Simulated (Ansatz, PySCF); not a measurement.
Molecule: C₂H₂Cl (charge 0, doublet). It need not be the lowest isomer of its formula. 
Geometry from a B3LYP-D3(BJ)/def2-TZVP (Ansatz, an electronic-structure program) optimisation:
SMILES: [H]/[C]=C\Cl
```xyz
5

C      1.7016    -0.2584     0.0228
C      0.6654     0.5164     0.0131
Cl    -0.9934    -0.1090    -0.0151
H      1.9960    -1.2918     0.0201
H      0.6906     1.5972     0.0208
```
Charge 0, spin multiplicity 2.

Wanted: atomisation energy (electronic, to ground-state atoms), in kcal/mol. Correlated levels leave the core frozen unless marked. Open shells are spin-unrestricted. Spin-orbit coupling is left out. No relativistic terms. The coupled-cluster limit lacks core correlation, which all-electron functionals hold. CBS marks a two-point X^-3 extrapolation of the correlation energy; Hartree-Fock from the larger set. [CCSD(T)-MP2]/basis is that difference in the basis named.

```tsv
level	program	atomisation energy (kcal/mol)
HF/6-31G*	Ansatz	303.1
BP86-D4/def2-TZVPD	PySCF + dftd4	444.9
r2SCAN/def2-TZVPD	Ansatz	431.1
B3LYP/def2-TZVPD	Ansatz	422.5
```

### Question
Estimate the value at RI-MP2/CBS(cc-pV(T+d)Z,cc-pV(Q+d)Z)+[CCSD(T)-MP2]/cc-pV(T+d)Z as computed with Ansatz.

### Answer
422.0 kcal/mol, so B3LYP/def2-TZVPD differs from it by 0.5 kcal/mol.
